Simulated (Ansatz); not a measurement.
Si6N8⁺. The state is a doublet with charge 1. Geometry r2SCAN-D4/def2-SVP, that of the neutral singlet; atoms count from 1.

Cartesian coordinates in Å:
```
Si -0.035 3.955 0.473
Si 2.123 -2.572 1.726
Si -3.135 -3.451 -0.114
Si -0.412 -1.689 0.168
Si 0.669 3.732 -2.135
Si -0.045 1.343 -0.686
N 3.568 -2.694 2.405
N 0.625 -2.580 1.091
N -0.279 -0.275 -0.591
N 0.466 4.857 -0.874
N -1.550 -2.861 -0.630
N -2.112 -2.213 0.610
N -0.307 2.338 0.656
N 0.426 2.111 -2.100
```

The charge 1 doublet is spin-contaminated (final ⟨S²⟩ up to 1.86, 0.75 for a pure state). The structure comes from a short search, and lower isomers may exist.

(1) Estimate the Mulliken populations from the PBE0/def2-SVP orbitals of Ansatz.

(2) Where does the spin sit?

(3) And the Mayer bond orders between bonded heavy atoms (over 0.3)?

## Answers

(1) 
```csv
atom,charge (e),spin (α − β)
Si1,0.72,-0.53
Si2,0.71,-0.01
Si3,0.62,-0.11
Si4,0.79,-0.04
Si5,0.72,-0.60
Si6,0.75,-0.05
N7,-0.23,0.89
N8,-0.50,0.11
N9,-0.51,0.00
N10,-0.48,0.09
N11,-0.30,0.58
N12,-0.32,0.57
N13,-0.50,0.05
N14,-0.49,0.05
```
Mulliken values and Mayer orders depend strongly on the basis.

(2) Summed by element: Si -1.33, N 2.33, of 1 unpaired in all. Largest on single atoms: N7 0.89, Si5 -0.60, N11 0.58.

(3) Si1–N10 1.40 (1.70 Å); Si1–N13 1.69 (1.65 Å); Si2–N7 2.04 (1.60 Å); Si2–N8 1.69 (1.63 Å); Si3–N11 0.94 (1.77 Å); Si3–N12 0.96 (1.76 Å); Si4–N8 1.24 (1.65 Å); Si4–N9 1.48 (1.61 Å); Si4–N11 0.68 (1.82 Å); Si4–N12 0.67 (1.83 Å); Si5–N10 1.36 (1.70 Å); Si5–N14 1.69 (1.64 Å); Si6–N9 1.50 (1.64 Å); Si6–N13 1.18 (1.69 Å); Si6–N14 1.22 (1.68 Å); N11–N12 0.98 (1.51 Å). Values over 0.3 also appear between atoms too far apart for a bond (Si1–Si5 0.30 at 2.71 Å); they arise where an orbital or an unpaired electron spreads over both atoms.
